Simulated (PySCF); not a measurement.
## Pd²⁺: ionisation energy

Pd²⁺ [Kr] 4d8 (3F) → Pd³⁺ [Kr] 4d7 (4F), as a difference of total energies. Calculation: PySCF 2.14, in aug-cc-pVDZ-PP with ECP28MDF (5s5p4d2f, 54 functions); scalar relativity through the core potential. Correlated levels: valence: 4s2 4p6 frozen. The calculations carry no spin-orbit coupling.

```json
{"method": "UHF", "ionisation energy (eV)": "31.124"}
{"method": "LDA", "ionisation energy (eV)": "33.364"}
{"method": "PBE", "ionisation energy (eV)": "33.081"}
{"method": "PBE0", "ionisation energy (eV)": "32.915"}
{"method": "r2SCAN", "ionisation energy (eV)": "32.919"}
{"method": "HSE06", "ionisation energy (eV)": "32.914"}
{"method": "B3LYP", "ionisation energy (eV)": "33.073"}
{"method": "PBEsol", "ionisation energy (eV)": "33.062"}
{"method": "SCS-MP2 (valence)", "ionisation energy (eV)": "32.498"}
```

Question: Estimate what MP2 (valence) gives.

Answer: 32.508 eV, closest to SCS-MP2 (valence) among the rows shown.

Question: Estimate what TPSSh gives.

Answer: 32.672 eV, closest to SCS-MP2 (valence) among the rows shown.

The reference lies between the lowest fine-structure levels, while these numbers refer to the centres of the terms.

Errors of the correlated levels include the incompleteness of this basis and the frozen core.

For comparison: 32.93 eV (semi-empirical (NIST evaluation); NIST Atomic Spectra Database, ionization energies).
